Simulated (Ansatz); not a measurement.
A series at Ge: from GeH₄, ligands are replaced one by one, each step taking up HCl and setting free H₂; n counts the steps. Ansatz, PBE0-D4/def2-TZVP geometries.

CBS adds triple-zeta CCSD(T) − MP2 to the MP2 limit, frozen cores; atoms without spin–orbit coupling. Outer-core shells of Ge are correlated without core-valence functions. Scalar relativity is left out up to krypton. Spin–orbit coupling is left out.

```tsv
n	molecule	atomization energy, CCSD(T)/CBS (kJ/mol)
0	GeH₄	1251.4
1	`[Cl][GeH3]`	1289.9
2	`[Cl][GeH2][Cl]`	1332.1
3	`[Cl][GeH]([Cl])[Cl]`	1371.7
4	`[Cl][Ge]([Cl])([Cl])[Cl]`	?
```

**Question.** By hand: fit a straight line y = ȳ + b (n − n̄) to the 4 given rows and predict n = 4.

**Answer.** n̄ = 1.500, ȳ = 1311.28; Σ(n − n̄)(y − ȳ) = 201.55, Σ(n − n̄)² = 5.000, so b = 40.31 kJ/mol a step. Prediction: 1311.28 + (40.31) × (2.500) = 1412.1 kJ/mol.

**Question.** By hand: compare with the computed value, 1402.9 kJ/mol, and give the steps along the whole series.

**Answer.** The line misses by -9.2 kJ/mol (computed minus predicted). Steps: 38.5, 42.2, 39.6, 31.2 kJ/mol.

The steps differ by up to 11.0 kJ/mol without a steady trend. The miss is 6.1 % of the series' range. The energies themselves are unsure by some kJ/mol a bond, though much of that is common to the series.
